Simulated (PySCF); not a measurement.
Radial density of Pr (praseodymium, neutral)

r2SCAN, [Xe] 4f3 5d2, one real determinant (an excited configuration). Calculation: PySCF 2.14, in cc-pVDZ-X2C (8s7p5d3f1g, 84 functions); the spin-free X2C one-electron Hamiltonian (Gaussian nucleus).

```tsv
r (bohr)	4πr²ρ (e/bohr)	4πr²(ρα − ρβ)
0.0180	78.16	0.0006
0.0303	67.90	0.0008
0.0510	85.67	0.0042
0.0858	98.99	0.0169
0.144	75.21	0.0744
0.243	83.10	0.3541
0.408	32.60	1.5479
0.687	34.95	2.6311
1.16	10.92	1.8284
1.94	5.465	0.9804
3.27	0.9839	0.6048
5.50	0.2030	0.1991
9.25	0.003244	0.0032
```

Densities and radii are taken from the X2C orbitals without a picture-change correction, which distorts them close to the nucleus.

⟨L²⟩ = 45.76 against 90 for a pure M term, so this real determinant mixes terms. Spin-orbit coupling, absent here, splits the open shell strongly. At r2SCAN the highest occupied level has a positive energy, so only the finite basis holds that electron; for this excited configuration the basis is too tight for the outer shell.
